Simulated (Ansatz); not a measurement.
Total energies of the cluster Be2Br2⁺ from Ansatz at PBE-D4/def2-TZVP, gas phase (1 Eh = 27.2114 eV = 2625.5 kJ/mol). The reference geometry is relaxed at PBE-D4/def2-TZVP.

```xyz
4

Be    0.824    0.289    0.099
Be   -2.223   -0.774   -0.255
Br    2.385    0.136   -0.986
Br   -0.986    0.349    1.142
```

```json
{"state": "charge 1 doublet", "geometry": "reference", "energy (Eh)": "-5176.75431"}
{"state": "charge 0 singlet", "geometry": "reference", "energy (Eh)": "-5176.98823"}
{"state": "charge 1 quartet", "geometry": "relaxed at PBE-D4/def2-TZVP", "energy (Eh)": "-5176.62300"}
```

**Question.** Work out the vertical electron affinity, to the singlet.

**Answer.** E(charge 1 doublet) − E(charge 0 singlet) = -5176.75431 − (-5176.98823) = 0.23392 Eh = 6.37 eV.

**Question.** Which of the charge 1 states is lowest, and how far above it are the others?

**Answer.** The doublet. quartet: -5176.62300 − (-5176.75431) = 0.13131 Eh = 344.8 kJ/mol.

The structure comes from a short search, and lower isomers may exist.
